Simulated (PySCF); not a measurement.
C4H9O, SMILES C(C)(C)(C)[O], multiplicity 2.

Geometry: PBE0-D3(BJ)/def2-SVP. The isomer is the one that the SMILES or the coordinates give; other isomers of the formula were not compared.

The numbers are results of PySCF with TDA-LC-ωPBE/def2-SVPD, not measurements.

Vertical excitations. 

```csv
state,energy (eV),λ (nm),f,main pairs
root 1,0.48,2609,0.000,β HOMO→LUMO 91 %
root 2,4.18,297,0.000,"β HOMO−3→LUMO 75 %, β HOMO−8→LUMO 14 %"
root 3,5.57,223,0.027,β HOMO−1→LUMO 88 %
root 4,5.64,220,0.003,β HOMO−2→LUMO 80 %
root 5,6.84,181,0.000,β HOMO−4→LUMO 95 %
root 6,7.66,162,0.038,β HOMO−5→LUMO 93 %
root 7,7.84,158,0.002,β HOMO−6→LUMO 88 %
root 8,8.15,152,0.012,"β HOMO→LUMO+1 72 %, β HOMO→LUMO+4 16 %"
root 9,8.60,144,0.029,"α HOMO→LUMO 74 %, α HOMO→LUMO+3 13 %"
root 10,8.71,142,0.016,"β HOMO−8→LUMO 59 %, β HOMO−7→LUMO 16 %, β HOMO−3→LUMO 15 %"
```
Unrestricted roots are not spin-pure.
